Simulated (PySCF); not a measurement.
# Spin-rotation constants: SMILES C1C=C[C@]2(C#C)[C@H]1CC2, C₉H₁₀

Geometry:
```json
{"atom": "C1", "x (Å)": "2.832", "y (Å)": "0.476", "z (Å)": "1.388"}
{"atom": "C2", "x (Å)": "1.852", "y (Å)": "0.258", "z (Å)": "0.735"}
{"atom": "C3", "x (Å)": "0.668", "y (Å)": "0.015", "z (Å)": "-0.049"}
{"atom": "C4", "x (Å)": "0.445", "y (Å)": "-1.442", "z (Å)": "-0.338"}
{"atom": "C5", "x (Å)": "-0.745", "y (Å)": "-1.853", "z (Å)": "0.066"}
{"atom": "C6", "x (Å)": "-1.552", "y (Å)": "-0.770", "z (Å)": "0.722"}
{"atom": "C7", "x (Å)": "-0.703", "y (Å)": "0.486", "z (Å)": "0.518"}
{"atom": "C8", "x (Å)": "-0.948", "y (Å)": "1.270", "z (Å)": "-0.783"}
{"atom": "C9", "x (Å)": "0.470", "y (Å)": "0.943", "z (Å)": "-1.273"}
{"atom": "H10", "x (Å)": "3.692", "y (Å)": "0.664", "z (Å)": "1.959"}
{"atom": "H11", "x (Å)": "1.203", "y (Å)": "-2.037", "z (Å)": "-0.819"}
{"atom": "H12", "x (Å)": "-1.131", "y (Å)": "-2.854", "z (Å)": "-0.032"}
{"atom": "H13", "x (Å)": "-2.540", "y (Å)": "-0.671", "z (Å)": "0.265"}
{"atom": "H14", "x (Å)": "-1.700", "y (Å)": "-0.996", "z (Å)": "1.781"}
{"atom": "H15", "x (Å)": "-0.649", "y (Å)": "1.113", "z (Å)": "1.407"}
{"atom": "H16", "x (Å)": "-1.151", "y (Å)": "2.331", "z (Å)": "-0.649"}
{"atom": "H17", "x (Å)": "-1.732", "y (Å)": "0.836", "z (Å)": "-1.402"}
{"atom": "H18", "x (Å)": "0.537", "y (Å)": "0.441", "z (Å)": "-2.237"}
{"atom": "H19", "x (Å)": "1.143", "y (Å)": "1.798", "z (Å)": "-1.265"}
```

Theory: GIAO PBE/pcSseg-1 magnetisability, rotational g tensor and spin-rotation constants, non-relativistic, gas phase in PySCF. Geometry: GFN2-xTB.

Question: Give the nuclear spin-rotation constants along the inertial axes (H = +C I·J) beside the isotropic shieldings.

Answer: Rotational constants 2.5522, 1.6326, 1.3110 GHz. A star marks the isotopologue with that one atom substituted, in its own axes.
```
atom  isotope  Caa (kHz)  Cbb (kHz)  Ccc (kHz)  mean (kHz)  σ (ppm)
 H10       1H      0.025     -0.180     -0.139      -0.098     29.9
 H11       1H     -0.211     -0.114      0.045      -0.093     25.8
 H12       1H     -0.094      0.008     -0.112      -0.066     25.8
 H13       1H      0.064     -0.142     -0.152      -0.077     29.3
 H14       1H     -0.271     -0.092      0.001      -0.121     28.5
 H15       1H     -0.233     -0.185      0.050      -0.123     28.8
 H16       1H     -0.294      0.007     -0.084      -0.123     29.3
 H17       1H      0.043     -0.180     -0.128      -0.088     30.2
 H18       1H     -0.280     -0.178      0.054      -0.135     29.4
 H19       1H     -0.022     -0.076     -0.153      -0.084     29.1
  C1     13C*      0.288      0.491      0.375       0.385    107.1
  C2     13C*      0.095      0.621      0.481       0.399     90.2
  C3     13C*      0.512      0.352      0.228       0.364    132.9
  C4     13C*      0.742      0.573      0.480       0.598     41.5
  C5     13C*      0.734      0.570      0.458       0.588     45.3
  C6     13C*      0.504      0.294      0.270       0.356    133.9
  C7     13C*      0.411      0.334      0.274       0.340    136.3
  C8     13C*      0.418      0.262      0.212       0.297    155.4
  C9     13C*      0.465      0.244      0.275       0.328    143.3
```
For the geometry as given, no vibrational averaging.
